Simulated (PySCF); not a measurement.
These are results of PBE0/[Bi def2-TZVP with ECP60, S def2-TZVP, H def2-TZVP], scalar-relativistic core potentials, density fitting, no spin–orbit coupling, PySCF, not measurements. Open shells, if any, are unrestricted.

Problem. What shape and geometry does isolated singlet HBiS take (every ligand bound to Bi)?

Solution. Counting electrons, bismuth keeps 2 of its valence electrons outside its bonds, so the VSEPR class is AX2E1 and the expected shape is bent; with unlike ligands the computed point group is Cs. The lowest minimum found is a singlet of Cs symmetry with Bi–H 1.818 Å, Bi–S 2.306 Å; H–Bi–S 99.0°. Its harmonic wavenumbers are 442 (a'), 611 (a'), 1728 (a') cm⁻¹ and its dipole moment is 3.56 D.

Only a few start shapes were tried, so a lower isomer may exist. Spin–orbit coupling, left out here, can matter for elements this heavy.
